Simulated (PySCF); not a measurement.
[ZrF7]3- (charge -3 and singlet state).
Bonds: Zr1–F2, Zr1–F3, Zr1–F4, Zr1–F5, Zr1–F6, Zr1–F7, Zr1–F8.

Method used: PBE0-D3(BJ)/def2-SVP geometry optimisation, gas phase, def2 core potentials past Kr (PySCF).

Q: Give the optimised bond lengths and angles.

A: 
| bond | length (pm) |
| --- | --- |
| Zr1–F2 and 3 like bonds | 208.9 |
| Zr1–F5, Zr1–F8 | 209.6 |
| Zr1–F6 | 210.5 |

Bonds in one row agree within 1 pm and their mean is given. A selection of angles:
| angle | degrees |
| --- | --- |
| F2–Zr1–F3 | 162.7 |
| F2–Zr1–F4 | 80.5 |
| F2–Zr1–F5 | 113.4 |
| F2–Zr1–F6 | 76.4 |
| F2–Zr1–F7 | 102.0 |
| F3–Zr1–F4 | 90.3 |
| F3–Zr1–F5 | 78.0 |
| F3–Zr1–F6 | 120.4 |
| F3–Zr1–F7 | 80.1 |
| F3–Zr1–F8 | 83.1 |
| F4–Zr1–F6 | 130.0 |
| F4–Zr1–F7 | 154.5 |
| F5–Zr1–F6 | 73.6 |
| F5–Zr1–F7 | 123.9 |
| F5–Zr1–F8 | 147.9 |
| F6–Zr1–F8 | 138.5 |

Zr1 (zirconium bonded to 7 F) has angles from 73.6° to 162.7°. The 7 F–Zr bonds span 2.085 Å (Zr1–F2) to 2.105 Å (Zr1–F6), a spread of 0.020 Å.

Whether it is a minimum is left open (no frequencies). Whether so highly charged an anion holds all its electrons in the gas phase wasn't checked; a finite basis holds them in any case. The ion is multiply charged and computed without counter-ions or solvent.

Hardware: an x86-64 server with one thread, no GPU, shared host. Cost: 3.6 min. That covers the optimisation of the geometry.
